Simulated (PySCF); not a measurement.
CH3F2O2Ta, multiplicity 1. Atoms are numbered in the order given.

```xyz
9

Ta    -0.2447     0.0105     0.0000
O     -0.2120     1.7374     0.0000
F     -1.1091    -0.5588     1.5876
F     -1.1091    -0.5588    -1.5876
O      1.5558    -0.5368     0.0000
C      2.8899    -0.0735     0.0000
H      3.4081    -0.4507    -0.8957
H      2.9207     1.0289     0.0000
H      3.4081    -0.4507     0.8957
```
Charge 0, spin multiplicity 1.

Geometry: B3LYP-D3(BJ)/def2-SVP. The multiplicity is an assumed one; no other spin state was optimised. The structure was generated by enumeration; whether it is a known compound was not checked. The def2 effective core potentials stand for the cores of Ta; spin–orbit coupling is left out. One conformer was computed; it need not be the lowest.

Computed with B3LYP-D3(BJ)/def2-SVP (PySCF 2.14.0).

Frequencies are harmonic and unscaled.

```json
[
 {"mode": "1", "ν (cm⁻¹)": "78", "IR (km/mol)": "0.2", "Raman (Å⁴/amu)": "0.2", "depolarisation": "0.75", "moving atoms (share of kinetic energy)": "H 74 %, F 14 %, C 8 %"},
 {"mode": "2", "ν (cm⁻¹)": "84", "IR (km/mol)": "0.2", "Raman (Å⁴/amu)": "0.5", "depolarisation": "0.75", "moving atoms (share of kinetic energy)": "H 41 %, F 30 %, C 23 %"},
 {"mode": "3", "ν (cm⁻¹)": "95", "IR (km/mol)": "5.0", "Raman (Å⁴/amu)": "1.4", "depolarisation": "0.52", "moving atoms (share of kinetic energy)": "O 32 %, C 30 %, H 17 %, F 14 %"},
 {"mode": "4", "ν (cm⁻¹)": "160", "IR (km/mol)": "12.5", "Raman (Å⁴/amu)": "0.6", "depolarisation": "0.72", "moving atoms (share of kinetic energy)": "F 87 %"},
 {"mode": "5", "ν (cm⁻¹)": "196", "IR (km/mol)": "16.9", "Raman (Å⁴/amu)": "0.3", "depolarisation": "0.65", "moving atoms (share of kinetic energy)": "F 56 %, O 25 %, Ta 13 %"},
 {"mode": "6", "ν (cm⁻¹)": "210", "IR (km/mol)": "7.5", "Raman (Å⁴/amu)": "1.0", "depolarisation": "0.75", "moving atoms (share of kinetic energy)": "O 65 %, F 27 %"},
 {"mode": "7", "ν (cm⁻¹)": "261", "IR (km/mol)": "21.5", "Raman (Å⁴/amu)": "1.3", "depolarisation": "0.75", "moving atoms (share of kinetic energy)": "O 67 %, F 23 %"},
 {"mode": "8", "ν (cm⁻¹)": "301", "IR (km/mol)": "6.0", "Raman (Å⁴/amu)": "1.9", "depolarisation": "0.63", "moving atoms (share of kinetic energy)": "O 77 %, Ta 8 %"},
 {"mode": "9", "ν (cm⁻¹)": "580", "IR (km/mol)": "61.4", "Raman (Å⁴/amu)": "7.0", "depolarisation": "0.16", "moving atoms (share of kinetic energy)": "O 44 %, C 32 %, Ta 13 %, H 10 %"},
 {"mode": "10", "ν (cm⁻¹)": "682", "IR (km/mol)": "101.7", "Raman (Å⁴/amu)": "3.7", "depolarisation": "0.03", "moving atoms (share of kinetic energy)": "F 93 %"},
 {"mode": "11", "ν (cm⁻¹)": "688", "IR (km/mol)": "126.9", "Raman (Å⁴/amu)": "0.2", "depolarisation": "0.75", "moving atoms (share of kinetic energy)": "F 84 %, Ta 15 %"},
 {"mode": "12", "ν (cm⁻¹)": "998", "IR (km/mol)": "143.0", "Raman (Å⁴/amu)": "16.1", "depolarisation": "0.06", "moving atoms (share of kinetic energy)": "O 91 %, Ta 8 %"},
 {"mode": "13", "ν (cm⁻¹)": "1158", "IR (km/mol)": "177.3", "Raman (Å⁴/amu)": "5.4", "depolarisation": "0.33", "moving atoms (share of kinetic energy)": "H 37 %, O 33 %, C 29 %"},
 {"mode": "14", "ν (cm⁻¹)": "1172", "IR (km/mol)": "1.0", "Raman (Å⁴/amu)": "2.0", "depolarisation": "0.75", "moving atoms (share of kinetic energy)": "H 77 %, C 18 %"},
 {"mode": "15", "ν (cm⁻¹)": "1187", "IR (km/mol)": "181.2", "Raman (Å⁴/amu)": "5.3", "depolarisation": "0.08", "moving atoms (share of kinetic energy)": "H 40 %, O 34 %, C 25 %"},
 {"mode": "16", "ν (cm⁻¹)": "1466", "IR (km/mol)": "11.3", "Raman (Å⁴/amu)": "10.1", "depolarisation": "0.62", "moving atoms (share of kinetic energy)": "H 89 %, C 8 %"},
 {"mode": "17", "ν (cm⁻¹)": "1466", "IR (km/mol)": "4.9", "Raman (Å⁴/amu)": "18.3", "depolarisation": "0.75", "moving atoms (share of kinetic energy)": "H 97 %"},
 {"mode": "18", "ν (cm⁻¹)": "1468", "IR (km/mol)": "5.2", "Raman (Å⁴/amu)": "22.3", "depolarisation": "0.70", "moving atoms (share of kinetic energy)": "H 96 %"},
 {"mode": "19", "ν (cm⁻¹)": "3019", "IR (km/mol)": "49.3", "Raman (Å⁴/amu)": "170.7", "depolarisation": "0.01", "moving atoms (share of kinetic energy)": "H 98 %"},
 {"mode": "20", "ν (cm⁻¹)": "3113", "IR (km/mol)": "15.6", "Raman (Å⁴/amu)": "74.8", "depolarisation": "0.61", "moving atoms (share of kinetic energy)": "H 90 %, C 10 %"},
 {"mode": "21", "ν (cm⁻¹)": "3120", "IR (km/mol)": "15.6", "Raman (Å⁴/amu)": "104.5", "depolarisation": "0.75", "moving atoms (share of kinetic energy)": "H 90 %, C 10 %"}
]
```
